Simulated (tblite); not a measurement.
Compound: C8H7F.
Structure used (GFN2-xTB), in Å, numbered top down from 1:
```xyz
16
C8H7F angstrom
C      4.788    0.056   -0.590
C      3.361   -0.005   -0.397
C      2.165   -0.059   -0.236
C      0.825   -0.124   -0.055
C     -0.376   -0.178    0.105
C     -1.760   -0.276    0.293
C     -2.587    0.770    0.251
C     -4.064    0.679    0.446
F     -4.479   -0.602    0.707
H      5.113   -0.759   -1.239
H      5.298   -0.033    0.369
H      5.064    1.005   -1.051
H     -2.147   -1.271    0.481
H     -2.221    1.770    0.064
H     -4.387    1.296    1.296
H     -4.599    1.006   -0.456
```

Calculated harmonic vibrations of the isolated species, GFN2-xTB (tblite), most abundant isotopes, no scaling. The method is semi-empirical: single wavenumbers can be off by several per cent or more. One conformer, not necessarily the lowest. The optimisation stopped once no atom felt more than 0.01 eV/Å.

Lowest wavenumbers of the output (negative numbers stand for imaginary wavenumbers):
```
mode    cm-1
  1     -32.6
  2      46.5
  3      51.0
  4     116.3
  5     133.3
  6     158.1
  7     193.8
  8     266.1
  9     269.5
 10     364.3
```

Q: Is this structure a minimum?

A: Not by this Hessian. 1 mode is imaginary beyond 20i (33i cm⁻¹), so at this level the point lies at or near a first-order saddle. The curvature is small, so loose convergence or finite differences may be the whole cause.

Q: Which atoms move in the imaginary mode?

A: 33i: H11 (methyl hydrogen) 31 %, H10 (methyl hydrogen) 30 %, H12 (methyl hydrogen) 30 %. These are shares of the mass-weighted motion.

Q: What is the remedy?

A: Step along that mode in both directions, optimise again with tighter thresholds and repeat the frequencies. The zero-point energy of this point (73.0 kcal/mol) counts the 41 real modes alone, and thermal corrections from it aren't those of a minimum.
